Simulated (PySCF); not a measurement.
## Spin states of Br₂

Unrestricted PBE0; Br def2-TZVPPD; no relativity (PySCF 2.14). Outer shells of the fragments: Br 3d10 4s2 4p5; Br 3d10 4s2 4p5.

Followed along the bond (rough minima from three points):

```csv
2Ms+1,unpaired,⟨S²⟩ at the start,R at minimum (Å),Te (eV)
1,none,0.00,2.28,0.00
3,"σ ↑, π ↑",2.01,none in the scan,≤ 1.84
```

Solutions found at the starting distance of 2.230 Å, counted from the lowest of them; the search is not exhaustive and high or unbound solutions are not listed, so other states can lie among these:

```csv
2Ms+1,unpaired,term,E (eV),⟨S²⟩,⟨Lz²⟩
1,none,¹Σ⁺,0.00,0.00,0.00
3,"σ ↑, π ↑",³Π,2.49,2.01,1.01
1,"σ ↑, π ↓",mixed,2.73,1.01,1.01
3,π ↑↑,³Σ⁻,5.87,2.01,0.00
3,σ ↑↑,³Σ⁺,5.96,2.01,0.00
1,π ↑↓,mixed,6.10,1.01,2.02
1,none,mixed,6.91,0.00,2.01
3,π ↑↑,mixed,8.16,2.00,2.01
3,π ↑↑,mixed,8.27,2.00,2.01
1,π ↑↓,mixed,8.28,1.00,2.01
```

A term symbol is given only where ⟨S²⟩ and ⟨Lz²⟩ are close to those of a pure state; real π, δ and φ orbitals otherwise mix terms, and g/u labels are left off.

The measured ground state is X ¹Σg+ (Huber and Herzberg, Constants of Diatomic Molecules (1979)).

Counting both spins, an empty level lies below a filled one in some of these solutions, because spin and occupation are held.
